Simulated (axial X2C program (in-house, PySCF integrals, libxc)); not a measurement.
Curves of NiCN from open-shell CI on d9 s0 p(π)0

Computed with an axial X2C code built on PySCF integrals: two-component X2C with atomic mean-field Coulomb and Gaunt terms, basis Ni dyall-v3z, C dyall-v3z, N dyall-av3z (cores contracted in-house). Orbitals come from Hartree–Fock averaged over the configuration Ni d9 s0 p(π)0; CI then distributes these electrons over the d, s, p(π) shells of Ni.

Scan along the Ni–C bond with CN moving as one mass, its bond held at 1.160 Å; masses Ni 57.935 u, C 12.000 u, N 14.003 u. Energies in cm⁻¹ from the lowest point; levels are followed by energy order within each Ω. Lowest level at 1.972 Å: 100% d9.

| R (Å) | (1)Ω=1/2 | (1)Ω=5/2 | (1)Ω=3/2 | (2)Ω=3/2 | (2)Ω=1/2 |
| --- | --- | --- | --- | --- | --- |
| 1.834 | 1365 | 801 | 1545 | 2794 | 3216 |
| 1.903 | 368 | 277 | 826 | 2019 | 2253 |
| 1.972 | 0 | 274 | 610 | 1869 | 1898 |
| 2.051 | 151 | 736 | 841 | 2235 | 2045 |
| 2.130 | 744 | 1550 | 1459 | 2993 | 2621 |
| 2.219 | 1779 | 2747 | 2485 | 4153 | 3625 |
| 2.327 | 3365 | 4443 | 4035 | 5823 | 5168 |

(1) Fit the curves (1)Ω=1/2, (1)Ω=5/2, (1)Ω=3/2, (2)Ω=3/2, (2)Ω=1/2 near their minima.

There is no dynamic correlation: spin–orbit spacings and, for f shells, spacings inside one term are the most reliable numbers, splittings between terms come out too wide, and energies between configurations are not reliable, so the lowest level need not be the ground state of the molecule. For d shells the ligand-field splittings (σ, π, δ) and their order can be off by a thousand cm⁻¹ or more. At most 4 roots were kept for each Ω > 0 (twice that for Ω = 0) within 3.2 eV of the lowest, so higher up levels can be missing between those listed; levels with Ω > 0 are doubly degenerate and listed once, Ω = 0 levels singly. Some active spinors are only partly of the character that their shell is named for, so the shell names and counts are nominal. States that fill the shells left empty in the average are placed too high. The molecule was held linear; bending was not examined.

## Answers

(1) From the open-shell CI curves, Te from the lowest:

```tsv
level	Te (cm⁻¹)	Re (Å)	ωe (cm⁻¹)
(1)Ω=1/2	0	1.989	415.6
(1)Ω=5/2	233	1.937	419.5
(1)Ω=3/2	623	1.973	393.8
(2)Ω=3/2	1872	1.957	432.6
(2)Ω=1/2	1899	1.989	408.9
```

Without dynamic correlation distances can be off by several hundredths of an Å (long for ionic bonds, short for multiple bonds) and the wavenumbers are rough.
